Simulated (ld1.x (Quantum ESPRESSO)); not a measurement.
Co (Z = 27), TM: configuration errors across variants

* Element: cobalt (Co)
* Generator: ld1.x (Quantum ESPRESSO) 7.5
* Type: norm-conserving Troullier–Martins (Kleinman–Bylander form)
* Functional: LDA (PZ)
* Relativity: scalar-relativistic
* Frozen core: [Ne] 3s2
* Valence charge: 15
* Reference configuration: 3p6 3d6 4s0 4p0 (charge +3)
* Partial waves: 4s (bound, empty): rc 1.95 bohr; 3d (bound): rc 0.90 bohr; 3p (bound): rc 0.85 bohr
* Local potential: the p channel
* Core correction: none

All-electron excitation energies from the reference (eV): (1) 3p6 3d7 4s2 4p0 -62.569; (2) 3p6 3d7 4s1 4p0 -53.273; (3) 3p6 3d7 4s0 4p0 -36.188; (4) 3p6 3d6 4s2 4p1 -52.797; (5) 3p6 3d7 4s1.5 4p0 -58.848; (6) 3p6 3d8 4s0 4p0 -55.864; (7) 3p6 3d7 4s0 4p1 -47.821; (8) 3p6 3d6 4s0 4p0 spin -4.150; (9) 3p6 3d7 4s2 4p0 spin -64.552.

Spin tests fill each open shell by Hund’s rule, majority spin first.

1 further variants failed, have other tests or too few solved ones, and are left out.

A true bound ghost makes a file unfit for plane-wave use even where its test errors are small: the radial tests pick states by their node count and pass the ghost by.

Errors AE − PS in meV (a dash: test not solved or not reliable):

```csv
change,(1),(2),(3),(4),(5),(6),(7),(8),(9),bound ghosts
base,+127,+77,-13,+25,+106,-30,+5.3,+1084,+633,s
"all radii scaled by about 0.74 (s 1.44, p 0.64, d 0.66 bohr)",-31,-19,-18,+23,-25,-35,+2.5,+1108,+465,s
"all radii scaled by about 0.95 (s 1.84, p 0.80, d 0.86 bohr)",+116,+70,-14,+21,+97,-31,+3.2,+1093,+625,s
"all radii scaled by about 1.05 (s 2.04, p 0.90, d 0.94 bohr)",+131,+80,-12,+30,+110,-28,+10,+1077,+636,s
"all radii scaled by about 1.10 (s 2.14, p 0.94, d 0.98 bohr)",+128,+77,-12,+32,+107,-27,+12,+1066,+627,s
"all radii scaled by about 1.22 (s 2.38, p 1.04, d 1.10 bohr)",+92,+53,-8.4,+31,+75,-22,+23,+1024,+571,s
"all radii scaled by about 1.31 (s 2.56, p 1.12, d 1.18 bohr)",+63,+35,-6.1,+26,+50,-19,+31,+1003,+532,s
```

(1) Give the same row for: all radii scaled by about 1.38 (s 2.68, p 1.18, d 1.24 bohr).

Results:

(1) +21, +8.1, -4.2, +10, +14, -16, +34, +979, +479; bound ghosts: s.
